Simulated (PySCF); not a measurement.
H$_{3}$OSi (SMILES [OH+]=[SiH2]), charge +1, singlet, geometry from GFN2-xTB. Base run: B3LYP/def2-SVPD (PySCF).

Input for PySCF:
```python
from pyscf import gto, scf, dft, solvent

mol = gto.Mole()
mol.atom = '''
    O     0.97264939   -0.27713669   -0.01643512
    Si   -0.52883907    0.12937371    0.00770076
    H     1.90827304   -0.05090401   -0.00367736
    H    -0.93990819    1.51859726    0.08838634
    H    -1.34581301   -1.06183170   -0.06103870
'''
mol.basis = 'def2-svpd'
mol.charge = 1
mol.verbose = 4
mol.build()

mf = dft.RKS(mol)
mf.xc = 'b3lyp'
mf.kernel()
```

Each row names what was changed in the base input (with any setting that the change needs).

```
change                                                   ΔE vs base (kJ/mol)  HOMO-LUMO gap (eV)
-------------------------------------------------------  -------------------  ------------------
base                                                                    0.00                7.12
model = IEF-PCM; solvent = dimethylsulfoxide                          -267.2                7.16
model = C-PCM; solvent = n-hexane                                     -127.7                7.14
model = IEF-PCM; solvent = dichloromethane                            -242.2                7.15
model = IEF-PCM; solvent = n-hexane; lebedev_order = 41               -127.3                7.13
model = IEF-PCM; solvent = n-hexane; vdw_scale = 1.0                     [?]                7.16
model = COSMO; solvent = n-hexane                                     -100.9                7.13
model = IEF-PCM; solvent = toluene                                       [?]                7.13
model = IEF-PCM; solvent = n-hexane                                   -127.3                7.13
model = IEF-PCM; solvent = n-hexane; r_probe = 0.5                       [?]                7.12
model = IEF-PCM; solvent = n-hexane; vdw_scale = 1.4                  -109.9                7.11
model = ddCOSMO; solvent = n-hexane                                   -128.4                7.19
```

Problem. Some entries are withheld; supply them.

Solution. 
- model = IEF-PCM; solvent = n-hexane; vdw_scale = 1.0, ΔE vs base (kJ/mol): -155.4
- model = IEF-PCM; solvent = toluene, ΔE vs base (kJ/mol): -157.4
- model = IEF-PCM; solvent = n-hexane; r_probe = 0.5, ΔE vs base (kJ/mol): -104.2

The base is the gas phase, so ΔE is the electrostatic part of solvation at a fixed geometry, without cavity and dispersion terms.
